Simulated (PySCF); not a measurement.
Molecule: `C(=C)(OC)B(F)F`, C$_{3}$H$_{5}$BF$_{2}$O.

Structure with atom numbers: `[CH2:1]=[C:2]([O:3][CH3:4])[B:5]([F:6])[F:7]`. Each H is labelled by its parent atom. Ha(C1) is cis to O3; Hb(C1) is trans to O3.

Spin–spin couplings on one PBE0-D3(BJ)/def2-SVP geometry, PySCF 2.14, gas phase, non-relativistic, equivalent pairs averaged (spin–dipole term only in couplings to heteroatoms); isotopes 11B, 19F, 13C, 1H, 17O; functional B3LYP.

Question: How do the couplings (Hz) change with the basis set? Times are CPU seconds on shared hosts with different chips, so compare them loosely. Far from the basis limit: pcJ-0, 6-31G*, def2-TZVP, cc-pVTZ.

Answer: 
| basis set | functions | 1J(B5,F6) | 1J(C1,Hb(C1)) | 1J(C1,Ha(C1)) | 1J(C4,H(C4)) | 1J(C2,B5) | 1J(C1,C2) | 1J(C2,O3) | core-s |
| --- | --- | --- | --- | --- | --- | --- | --- | --- | --- |
| pcJ-0 | 106 | -234.7 | 157.1 | 146.4 | 125.5 | 96.4 | 50.9 | 38.9 | 13 |
| 6-31G* | 108 | -30.2 | 176.2 | 167.1 | 152.3 | 121.6 | 81.1 | 14.8 | 14 |
| def2-TZVP | 247 | -120.3 | 167.8 | 157.0 | 140.6 | 122.7 | 72.5 | 34.0 | 49 |
| cc-pVTZ | 280 | -140.2 | 158.7 | 149.8 | 132.4 | 110.1 | 82.0 | 32.4 | 55 |

The Fermi-contact term samples the wavefunction at the nucleus, which is why sets with added tight s functions (names with J) are made for couplings.
